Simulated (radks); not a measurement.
The numbers below are computed, except where a source is named.
These are the eigenvalues of the occupied orbitals of an atom or ion with whole-number occupations (hartree). Code: a radial shooting solver on a logarithmic mesh with Libxc functionals. Model: scalar-relativistic Kohn-Sham, PBEsol, spin-polarised, spherical densities, finite nucleus; Fermi nuclear charge, rms radius of each element as measured or else 0.836 A^(1/3) + 0.57 fm.

1s up: -1395.147
1s down: -1395.057
2s up: -284.0408
2s down: -283.9743
2p up: -263.5075
2p down: -263.4151
3s up: -107.9448
3s down: -107.7095
3p up: -101.5051
3p down: -101.2664

Which element is it, and in what charge state? The configuration may be excited. Open shells, if any, are filled with parallel spins first.

Answer. Z = 55, caesium, charge +38: Cs38+ in [Ne] 3s2 3p5. The list shows which subshells hold electrons but not how many an open one holds; the 1s level, -1395.1 hartree, gives Z - s = 52.8 by -(Z - s)^2/2, which with screening and relativity narrows Z to a few neighbours, and the depths of the outer levels then fix element, charge and occupations together.
